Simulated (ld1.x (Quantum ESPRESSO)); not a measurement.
# Building the TM potential for vanadium (PBE, scalar-relativistic).

vanadium, norm-conserving Troullier–Martins (Kleinman–Bylander form), made with ld1.x (Quantum ESPRESSO) 7.5 (PBE, scalar-relativistic). Core [Ar], reference 3d3 4s2 4p0. Waves: 4s (bound): rc 2.35 bohr; 3d (bound): rc 1.35 bohr; 4p (bound, empty): rc 3.70 bohr. Local part: the p channel. Core correction: a·sin(br)/r model core, default radius (core density twice the valence density).

Problem. Estimate the cutoffs (Ry, on a coarse ladder) from which the occupation-weighted sum of valence levels, in a spherical-Bessel basis at the reference potential, stays within 10 and 1 mRy of its value at 400 Ry.

Solution. 100 Ry and 120 Ry.

Problem. What does a ghost test show?

Solution. Ghost state, extra bound levels that the all-electron valence spectrum of the same l lacks: s at -13.4 eV. A true bound ghost makes a file unfit for plane-wave use.

Problem. Which valence shell sets the plane-wave cutoff?

Solution. 3d: its level needs 110 Ry to come within 1 mRy, against 15 Ry for 4s.

Its largest configuration-test error is -50 meV (3d3 4s0 4p0). 3 of 7 tests not solved or not reliable. Not counted: 3d2 4s0 4p0 (solver errors, printed error -580 meV); 3d2 4s2 4p0 (solver errors, printed error -85.9 eV); 3d4 4s1 4p0 (solver errors, printed error -318 meV).
